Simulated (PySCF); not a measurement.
MoS2: fields on a plane

All numbers come from UB3LYP in PySCF with Mo def2-SVP with ECP28, S def2-SVP; scalar-relativistic core potentials, no spin–orbit coupling; density-fitted integrals.

The triplet minimum has Mo–S 2.122 Å (×2); S–Mo–S 113.7°.

The plane holds Mo1 at (0.00, 0.00), S2 at (2.12, 0.00), S3 at (-0.85, 1.94) Å. Columns run from x = -2.85 to 4.35 Å, rows from y = 4.35 (top) to -1.95 Å, in steps of 0.3 Å. Other isomers or separated fragments may lie lower. Core electrons replaced by a potential are absent, the electrostatic potential uses the reduced nuclear charge, and values within about 0.7 Å of such atoms have no physical meaning.

Give the spin density (e/Å³) (cut at ±0.5 e/Å³). Lower edges of the bins (e/Å³): '_' -0.372, '.' -0.291, ':' -0.209, '-' -0.128, '=' -0.047, '+' 0.034, '*' 0.116, '#' 0.197, '%' 0.278, '@' 0.360; top 0.44, each point printed twice.


```
==================================================
==================================================
==================================================
==================================================
==================================================
==================================================
==================================================
==================================================
============--__==--==============================
==================================================
==================================================
====================++++==========================
================++****++++========================
==============++%%@@@@%%++====--==================
============++**@@++++@@**========================
============++**@@++++@@**========--==============
==============++%%@@@@%%++========================
==============++******++++========================
==================++++============================
==================================================
==================================================
==================================================
```

Give the lowest empty orbital (Å^-3/2) at -4.00 eV (cut at ±0.3; overall sign arbitrary). Every second row and column.


```
 0.00  0.00  0.00  0.00 -0.01 -0.01 -0.01 -0.01  0.00  0.00  0.00  0.00  0.00
 0.00  0.01  0.01 -0.01 -0.02 -0.03 -0.02 -0.01 -0.01  0.00  0.00  0.00  0.00
 0.01  0.03  0.03 -0.01 -0.07 -0.06 -0.04 -0.02 -0.01 -0.01 -0.01  0.00  0.00
 0.03  0.07  0.13  0.01 -0.19 -0.13 -0.05 -0.02 -0.02 -0.01 -0.01 -0.01  0.00
 0.04  0.11  0.24 -0.28 -0.13 -0.14 -0.04 -0.03 -0.04 -0.04 -0.02 -0.01  0.00
 0.04  0.09  0.15  0.06 -0.10  0.03  0.06 -0.03 -0.09 -0.09 -0.05 -0.02 -0.01
 0.03  0.06  0.06 -0.06 -0.14  0.30  0.28 -0.04 -0.22 -0.18 -0.06 -0.02  0.00
 0.03  0.06  0.07 -0.03 -0.30  0.25  0.12 -0.08  0.20 -0.04  0.00  0.01  0.00
 0.04  0.08  0.14  0.27  0.30 -0.20 -0.27 -0.02  0.14  0.23  0.09  0.03  0.01
 0.04  0.08  0.16  0.29  0.30  0.20  0.01  0.05  0.15  0.16  0.08  0.03  0.01
 0.04  0.07  0.12  0.19  0.22  0.16  0.08  0.07  0.08  0.07  0.04  0.02  0.01
```

Open d and f shells are described by one determinant, and the ground state may have another occupation or spin.
